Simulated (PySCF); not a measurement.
Predicted microwave data (PBE0/def2-SVPD in PySCF (dipole) on a GFN2-xTB geometry, gas phase) for one isomer of C5H4F4O:

```
Rotational constants : A = 2524, B = 832.8, C = 770.3 MHz
Dipole components    : |μa| = 3.02 D, |μb| = 0.21 D, |μc| = 1.37 D
Inertial defect      : -150.91 u·Å²
κ                    : -0.93
```

Problem. Which structure is it? (One computed conformer of each.)
A. `[O:1]=[C:2]([F:3])[C:4]1([C:5]([F:6])([F:7])[F:8])[CH2:9][CH2:10]1` with O1–C2–C4–C5 180°
B. `[CH2:1]=[C:2]([O:3]/[CH:4]=[CH:5]\[F:6])[C:7]([F:8])([F:9])[F:10]` with C1–C2–O3–C4 32°, C2–O3–C4–C5 29°
C. `[CH3:1]/[CH:2]=[C:3](/[C:4](=[O:5])[F:6])[C:7]([F:8])([F:9])[F:10]` with C2–C3–C4–O5 180°

Solution. B. It is C=C(O/C=C\F)C(F)(F)F, a near-prolate asymmetric top, point group C1. The candidates at the same level (rigid rotor, commonest isotopes):

```csv
SMILES,A (MHz),B (MHz),C (MHz),μa (D),μb (D),μc (D),Δ (u·Å²),point group,rotor
O=C(F)C1(C(F)(F)F)CC1,1914,1303,963.7,0.64,3.06,0.00,-127.40,Cs,asymmetric top
C/C=C(/C(=O)F)C(F)(F)F,1643,1267,821.5,1.60,4.56,0.01,-91.45,–,asymmetric top
C=C(O/C=C\F)C(F)(F)F,2524,832.8,770.3,3.02,0.21,1.37,-150.91,C1,near-prolate asymmetric top
```

`O=C(F)C1(C(F)(F)F)CC1` has B 56 % too high; `C/C=C(/C(=O)F)C(F)(F)F` has B 52 % too high. No structure here is proved a minimum.
